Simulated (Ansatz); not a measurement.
Mulliken charges of B2BrH3O, SMILES `BB(O)Br` from B3LYP/def2-TZVPP in Ansatz (PBE0-D4/def2-TZVP geometry).

```tsv
atom	x (Å)	y (Å)	z (Å)	charge (e)
B1	-0.629	1.054	0.117	-0.152
B2	0.218	-0.371	0.012	0.225
O3	0.620	-1.250	0.937	-0.234
Br4	0.628	-0.675	-1.889	-0.157
H5	-1.818	1.075	-0.011	0.057
H6	-0.062	2.104	0.203	0.057
H7	1.105	-2.004	0.586	0.204
```

Q: By hand: the dipole of these point charges (1 e Å = 4.8032 D).

A: Σ q r = (0.019, -0.073, 0.193) e Å, of length 0.207 e Å = 0.99 D.

Q: How does the dipole of the full density compare? (Estimate.)

A: Computed: (0.108, -0.209, 0.116) e Å, 1.26 D; the point charges give 0.79 times that, at 43° from its direction.

Point charges leave out the atoms' own dipoles, such as those of lone pairs, and Mulliken's split depends on the basis, so the two needn't agree.

B3LYP here is the variant with VWN-RPA as its local correlation; programs differ in this.
